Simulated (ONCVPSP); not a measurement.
## cerium: one change to an ONCV potential, before and after

Ce (Z = 58), optimised norm-conserving Vanderbilt (ONCV), made with ONCVPSP 4.0.1 (PBE, scalar-relativistic). Core [Kr] 4d10, reference 4f1 5s2 5p6 5d1 6s2. Waves: 5s+6s: rc 2.15 bohr, ncon 3, nbas 7, qcut 5.9 1/bohr, 2 projectors; 5p: rc 2.85 bohr, ncon 4, nbas 7, qcut 5.8 1/bohr, 2 projectors, debl 1.2 Ha; 5d: rc 4.00 bohr, ncon 4, nbas 8, qcut 3.6 1/bohr, 3 projectors, debl 2.8 Ha; 4f: rc 1.15 bohr, ncon 5, nbas 9, qcut 16 1/bohr, 2 projectors, debl 1.2 Ha. Local part: polynomial inside 0.85 bohr (lpopt 5, dvloc0 1 Ha). Core correction: Teter function, fcfact 5.25, rcfact 1.8.

All-electron outer shells of the reference configuration (PBE, scalar-relativistic, ld1.x):

| shell | level (eV) | outermost node (bohr) | outermost maximum (bohr) |
| --- | --- | --- | --- |
| 4d | -110.49 | 0.31 | 0.66 |
| 5s | -40.59 | 0.75 | 1.37 |
| 5p | -23.22 | 0.81 | 1.55 |
| 4f | -5.38 | – | 0.71 |
| 6s | -3.74 | 1.82 | 3.72 |
| 5d | -3.06 | 0.92 | 2.15 |

Change: core correction Teter function fitted to the true core (icmod 2), fcfact 0.7.

Cutoffs: the cutoffs (Ha) at which the residual kinetic energy of the hardest occupied pseudo-wave falls to 1 and 0.1 mHa per electron; they do not see the model core or the augmentation charge, which bear on the density cutoff. Errors are all-electron minus pseudo energies relative to the spin-unpolarised reference configuration.

**Question.** How do hardness, ghosts and transferability respond?

**Answer.** The potential gets neither clearly harder nor softer (104 Ha and 115 Ha → 104 Ha and 115 Ha); both files keep a bound ghost (d, p, s); of the 4 tests that both files solve, the error grows in 0 and shrinks in 3 by more than 15 % and 0.3 meV (median size 53.5 → 44.4 meV). A model core, the more so a compact one, raises the density cutoff, which this test does not measure.

| quantity | base | changed |
| --- | --- | --- |
| cutoff, loose | 104 Ha | 104 Ha |
| cutoff, tight | 115 Ha | 115 Ha |
| bound ghosts | s, p, d | s, p, d |
| GHOST(+) flags under 300 eV | d at 152.5 eV | d at 152.5 eV |
| error for 4f1 5s2 5p6 5d1 6s1, meV [ΔE 6.07 eV] | -21 | -18 |
| error for 4f1 5s2 5p6 5d1 6s0, meV [ΔE 17.15 eV] | -133 | -101 |
| error for 4f1 5s2 5p6 5d0 6s0, meV [ΔE 36.33 eV] | -85 | +71 |
| error for 4f1 5s2 5p6 5d1.5 6s1.5, meV [ΔE 0.40 eV] | -5.3 | -1.1 |
| s: phases at 2.18 bohr within 0.05 rad from the reference energy up to (Ha; the scan ends near 5) | 4.8 | 4.8 |
| p: phases at 2.89 bohr within 0.05 rad from the reference energy up to (Ha; the scan ends near 5) | 3.5 | 3.5 |
| d: phases at 4.07 bohr within 0.05 rad from the reference energy up to (Ha; the scan ends near 5) | -0.0 | -0.0 |
| f: phases at 1.17 bohr within 0.05 rad from the reference energy up to (Ha; the scan ends near 5) | to the end of the scan | to the end of the scan |
| rms error of d²Exc/dni dnj with the model core, mHa | 4.71 | 1.51 |

 A true bound ghost makes a file unfit for plane-wave use even where its test errors are small: the radial tests pick states by their node count and pass the ghost by.
